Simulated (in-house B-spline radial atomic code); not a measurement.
A run on Bi- that did not converge. Method: scalar-relativistic (X2C) r2SCAN0, spin-polarised, spherical fractional occupations, exact exchange averaged over the configuration, Fermi nucleus of rms radius 5.5211 fm; computed with a B-spline radial code for spherical atoms.

Command:
```bash
python run_scf.py task.json out
```
Settings (nuclear radius in fm, mass in u):
```
Z                83
configuration    [Xe] 4f14 5d10 6s2 6p4
hamiltonian      x2c
method           r2scan0
spin_polarised   True
nucleus          fermi
rms_radius       5.5211
atomic_mass      208.9804
speed_of_light   137.035999084
exact_exchange   averaged over the configuration
```

First and last ten iterations of the last attempt (damped for 15 steps, keeping 80 % of the old Fock matrix, then DIIS):
```
 iter        energy (Eh)    residual
    1      -21533.496224    2.12e-01
    2      -21534.861680    8.89e-02
    3      -21535.078445    6.32e-02
    4      -21535.196034    4.72e-02
    5      -21535.263440    3.68e-02
    6      -21535.303937    2.79e-02
    7      -21535.329071    2.07e-02
    8      -21535.344927    1.51e-02
    9      -21535.354953    1.22e-02
   10      -21535.361240    9.59e-03
  111      -21535.330455    1.30e-02
  112      -21535.330685    1.30e-02
  113      -21535.330760    1.30e-02
  114      -21535.330229    1.32e-02
  115      -21535.329406    1.33e-02
  116      -21535.329775    1.32e-02
  117      -21535.329114    1.31e-02
  118      -21535.367258    6.39e-03
  119      -21535.366234    7.06e-03
  120      -21535.369538    2.78e-03
 not converged after 120 iterations
```

The smallest residual met was 8.8e-04; the threshold is about 8e-07. No energy from this run should be used. Cost of the run: 13 s on 1 thread of Arm Neoverse N1, with other jobs on the host.
